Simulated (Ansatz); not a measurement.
`CB[SiH2]N`, relaxed with RKS PBE0-D4/def2-TZVP in the Gaussian-basis code of Ansatz from a PBE-D4/def2-SVP geometry. The force threshold is 0.005 eV/Å; the program also tests the step.

The species carries charge 0 and has multiplicity 1.

Start:

```xyz
12

C    -1.449   -1.144    0.160
B    -0.153   -0.683   -0.591
Si    1.402    0.210    0.277
N     0.770    1.864    0.009
H    -1.508   -0.905    1.240
H    -1.400   -2.262    0.090
H    -2.399   -0.868   -0.344
H    -0.166   -0.670   -1.816
H     2.758    0.125   -0.377
H     1.571    0.058    1.768
H    -0.060    2.127    0.549
H     0.634    2.150   -0.966
```

```json
{"step": "1", "energy (eV)": "-11205.3743", "largest force (eV/Å)": "0.608", "largest move (Å)": "0.000"}
{"step": "2", "energy (eV)": "-11205.4292", "largest force (eV/Å)": "0.548", "largest move (Å)": "0.081"}
{"step": "3", "energy (eV)": "-11205.4551", "largest force (eV/Å)": "0.173", "largest move (Å)": "0.121"}
{"step": "4", "energy (eV)": "-11205.4633", "largest force (eV/Å)": "0.200", "largest move (Å)": "0.177"}
{"step": "5", "energy (eV)": "-11205.4689", "largest force (eV/Å)": "0.094", "largest move (Å)": "0.045"}
{"step": "6 (rejected)", "energy (eV)": "-11205.4689", "largest force (eV/Å)": "0.120", "largest move (Å)": "0.097"}
{"step": "7", "energy (eV)": "-11205.4705", "largest force (eV/Å)": "0.028", "largest move (Å)": "0.047"}
{"step": "8", "energy (eV)": "-11205.4713", "largest force (eV/Å)": "0.042", "largest move (Å)": "0.049"}
{"step": "9", "energy (eV)": "-11205.4719", "largest force (eV/Å)": "0.068", "largest move (Å)": "0.060"}
{"step": "10", "energy (eV)": "-11205.4724", "largest force (eV/Å)": "0.061", "largest move (Å)": "0.030"}
{"step": "11", "energy (eV)": "-11205.4733", "largest force (eV/Å)": "0.068", "largest move (Å)": "0.107"}
{"step": "14", "energy (eV)": "-11205.4752", "largest force (eV/Å)": "0.082", "largest move (Å)": "0.084"}
{"step": "17", "energy (eV)": "-11205.4783", "largest force (eV/Å)": "0.122", "largest move (Å)": "0.026"}
{"step": "20", "energy (eV)": "-11205.4844", "largest force (eV/Å)": "0.100", "largest move (Å)": "0.067"}
{"step": "23", "energy (eV)": "-11205.4910", "largest force (eV/Å)": "0.137", "largest move (Å)": "0.049"}
{"step": "26", "energy (eV)": "-11205.4978", "largest force (eV/Å)": "0.231", "largest move (Å)": "0.098"}
{"step": "29", "energy (eV)": "-11205.5070", "largest force (eV/Å)": "0.107", "largest move (Å)": "0.101"}
{"step": "32", "energy (eV)": "-11205.5394", "largest force (eV/Å)": "0.275", "largest move (Å)": "0.176"}
{"step": "35 (rejected)", "energy (eV)": "-11205.5496", "largest force (eV/Å)": "0.232", "largest move (Å)": "0.020"}
{"step": "38", "energy (eV)": "-11205.5554", "largest force (eV/Å)": "0.019", "largest move (Å)": "0.025"}
{"step": "41", "energy (eV)": "-11205.5556", "largest force (eV/Å)": "0.029", "largest move (Å)": "0.022"}
{"step": "44", "energy (eV)": "-11205.5557", "largest force (eV/Å)": "0.006", "largest move (Å)": "0.007"}
{"step": "45", "energy (eV)": "-11205.5557", "largest force (eV/Å)": "0.003", "largest move (Å)": "0.003"}
```

End:

```xyz
12

C    -1.278   -1.697    0.056
B    -0.657   -0.378   -0.482
Si    0.825    0.595    0.471
N     1.100    2.154   -0.218
H    -1.010   -1.983    1.074
H    -0.930   -2.495   -0.619
H    -2.369   -1.707   -0.050
H    -1.049    0.022   -1.548
H     2.016   -0.325    0.453
H     0.516    0.783    1.919
H     1.802    2.769    0.162
H     1.034    2.261   -1.217
```

Run time 2.5 min (2 threads of an Arm Neoverse V2 on a shared host); peak host memory 0.4 GiB.
